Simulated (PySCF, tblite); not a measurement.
Isomers of C7H11P, one GFN2-xTB conformer each. Single-point energies are computed at PBE0/pcSseg-1 (PySCF, gas phase, no added dispersion term), electronic only.

Problem. Rank them by PBE0/pcSseg-1 energy, lowest first (kcal/mol).
A. `[CH2:1]=[C:2]([CH3:3])[P:4]1[CH2:5][CH:6]=[CH:7][CH2:8]1` with C1–C2–P4–C5 -134°, C2–P4–C5–C6 -86°, P4–C5–C6–C7 -11°, C6–C7–C8–P4 11°, C2–P4–C8–C7 86°
B. `[CH3:1][C:2]1=[C:3]([CH3:4])[P:5]1[CH:6]1[CH2:7][CH2:8]1` with C3–P5–C6–C7 130°
C. `[CH:1]#[C:2][CH2:3][P:4]1[C@H:5]([CH3:6])[C@@H:7]1[CH3:8]` with C2–C3–P4–C5 66°

Solution. A (0.0), B (28.3), C (33.5).

As drawn, the lowest has a C=C bond outside aromatic rings, which the highest lacks; the highest has a three-membered ring and a C≡C bond, which the lowest lacks. GFN2-xTB itself gives, in the same order: 0.0, 25.6, 26.8. Both levels put the same isomer lowest; measured from each level's own lowest isomer, the values differ by up to 6.7 kcal/mol (C#CCP1[C@H](C)[C@@H]1C: 26.8 against 33.5).

Problem. Which frontier levels, dipoles and rotational constants go with these structures?

Solution. 
| SMILES | HOMO (eV, PBE0/pcSseg-1) | LUMO (eV) | dipole (D) | A, B, C (MHz) |
| --- | --- | --- | --- | --- |
| C=C(C)P1CC=CC1 | -6.66 | -0.16 | 1.41 | 2861, 1422, 1311 |
| CC1=C(C)P1C1CC1 | -6.21 | 0.47 | 2.02 | 2669, 1126, 915.2 |
| C#CCP1[C@H](C)[C@@H]1C | -6.99 | 0.40 | 1.48 | 3121, 1085, 908.3 |

Problem. What happens when harmonic zero-point energies from GFN2-xTB frequencies are added?

Solution. 
| SMILES | ZPE (kcal/mol) | electronic (kcal/mol) | with ZPE (kcal/mol) |
| --- | --- | --- | --- |
| C=C(C)P1CC=CC1 | 98.0 | 0.0 | 0.0 |
| CC1=C(C)P1C1CC1 | 97.8 | 28.3 | 28.1 |
| C#CCP1[C@H](C)[C@@H]1C | 97.2 | 33.5 | 32.6 |

The zero-point energies span 0.8 kcal/mol. The order is unchanged.
